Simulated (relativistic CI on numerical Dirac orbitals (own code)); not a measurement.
# Ce³⁹⁺: q coefficients and field-shift factors

These numbers are calculated, not measured: Dirac-Coulomb-Breit CI, orbitals from a KLI potential per configuration, derivatives by finite differences, unscaled Slater integrals, QED left out (own radial code, finite nucleus).

Configurations in the expansion (outside the closed core [Ne]): 3s²3p⁶3d, 3s²3p⁵3d², 3s3p⁶3d², 3s²3p⁶4s, 3s²3p⁶4p, 3p⁶3d³, 3p⁵3d⁴. Double excitations out of closed p, d and f shells are left out; levels of such configurations are missing from the list, as are those of other unlisted configurations, and high levels can miss mixing partners.

With x = (α/α₀)² − 1 an excitation energy changes as ω = ω₀ + qx; K = 2q/ω₀ is the relative enhancement. Terms are leading LS components, so labels can repeat. The field-shift factor is F = δν/δ⟨r²⟩ for the transition from the lowest level.

Lowest level 3s²3p⁶3d ²D3/2.

| Level | ω₀ (cm⁻¹) | q (cm⁻¹) | F (GHz/fm²) |
| --- | --- | --- | --- |
| 3s²3p⁶3d ²D5/2 | 193261 | 194100 | 2.12 |
| 3s²3p⁵3d² ⁴D°1/2 | 1460822 | 80840 | 5.72 |
| 3s²3p⁵3d² ⁴D°3/2 | 1467861 | 64760 | 5.74 |
| 3s²3p⁵3d² ⁴F°5/2 | 1509394 | 65320 | 5.88 |
| 3s²3p⁵3d² ⁴G°7/2 | 1534059 | 56420 | 5.78 |
| 3s²3p⁵3d² ⁴D°5/2 | 1635077 | 241200 | 7.63 |
| 3s²3p⁵3d² ⁴P°3/2 | 1642380 | 95920 | 5.89 |
| 3s²3p⁵3d² ⁴G°9/2 | 1666157 | 240800 | 7.83 |
| 3s²3p⁵3d² ⁴D°7/2 | 1673570 | 255600 | 7.89 |
| 3s²3p⁵3d² ⁴D°3/2 | 1699218 | 249200 | 7.49 |
| 3s²3p⁵3d² ⁴P°5/2 | 1712350 | 250500 | 7.83 |
| 3s²3p⁵3d² ⁴G°11/2 | 1722226 | 261100 | 8.24 |
| 3s²3p⁵3d² ²G°7/2 | 1737051 | 246500 | 7.85 |
| 3s²3p⁵3d² ⁴P°1/2 | 1772199 | 255500 | 7.51 |
| 3s²3p⁵3d² ²F°7/2 | 1797564 | 252200 | 8.15 |
| 3s²3p⁵3d² ⁴D°5/2 | 1810772 | 257200 | 8.12 |
| 3s²3p⁵3d² ²G°9/2 | 1820174 | 279900 | 8.42 |
| 3s²3p⁵3d² ²D°3/2 | 1827535 | 258600 | 7.83 |
| 3s²3p⁵3d² ²H°11/2 | 1879278 | 402000 | 9.85 |
| 3s²3p⁵3d² ²D°5/2 | 1907178 | 428600 | 9.69 |
| 3s²3p⁵3d² ²D°3/2 | 1920850 | 300500 | 3.71 |
| 3s²3p⁵3d² ²G°9/2 | 1947188 | 394300 | 9.78 |
| 3s²3p⁵3d² ²F°7/2 | 1948449 | 431100 | 9.65 |

At this charge energies of transitions that change n are usually good to better than 1 %, and those within a shell (Δn = 0) to a few per cent.

Question: Which transition from the lowest level has the largest |K|?

Answer: 3s²3p⁶3d ²D5/2 at 193261 cm⁻¹, K = 2.01.
